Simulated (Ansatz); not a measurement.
```yaml
crystal:
  periodic: [false, false, false]
  atoms:
    - {symbol: C, position_ang: [-0.978054, 1.070442, -0.743810]}
    - {symbol: B, position_ang: [-0.099739, -0.293458, -0.434646]}
    - {symbol: C, position_ang: [1.401776, -0.059023, -0.029102]}
    - {symbol: S, position_ang: [-1.069292, -1.177403, 1.149929]}
    - {symbol: H, position_ang: [-2.002065, 0.749672, -0.880085]}
    - {symbol: H, position_ang: [-0.876339, 1.733787, 0.066459]}
    - {symbol: H, position_ang: [-0.566906, 1.527599, -1.654161]}
    - {symbol: H, position_ang: [-0.296992, -1.208280, -1.262930]}
    - {symbol: H, position_ang: [1.987366, 0.395059, -0.874536]}
    - {symbol: H, position_ang: [1.967193, -0.981682, 0.269204]}
    - {symbol: H, position_ang: [1.525670, 0.587044, 0.828004]}
    - {symbol: H, position_ang: [-0.192302, -2.156476, 1.498197]}
    - {symbol: H, position_ang: [-0.760187, -0.327801, 2.184405]}
basis:
  gaussian: {orbitals: x2c-TZVPPall}
hamiltonian: {xc: {name: HF}}
correlation: {method: mp2, frozen_orbitals: {C: 0}}
output: {forces: true}
```

```sh
$ ansatz run in.yaml --threads 4 --pin off --events-out ev --progress --plain --max-ram 10444MiB
```

Output, abridged:

```
Functional definition: HF
Error: "frozen_orbitals" has no count for B
```

(1) What is wrong with this run?

## Answers

(1) Frozen orbitals are typed for one element alone, and the program wants a count for each. The input was rejected before any iteration.
